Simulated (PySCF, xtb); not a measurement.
Si(Cl)3(OH) (Cl3HOSi), SMILES O[Si](Cl)(Cl)Cl. Other conformers were not sampled.

Harmonic wavenumbers (cm⁻¹) from xtb with GFN2-xTB at its own minimum, in rising order: 121, 129, 193, 209, 224, 236, 416, 517, 546, 772, 911, 3625.

Q: What does PBE-D3(BJ)/def2-SVP in PySCF give at its own minimum? (An estimate is asked for; the answer gives what the named calculation found.)

A: 112, 157, 191, 224, 261, 271, 445, 604, 610, 798, 927, 3754. Paired by order, the mean absolute difference is 40 cm⁻¹ and the zero-point energies are 11.3 and 11.9 kcal/mol.
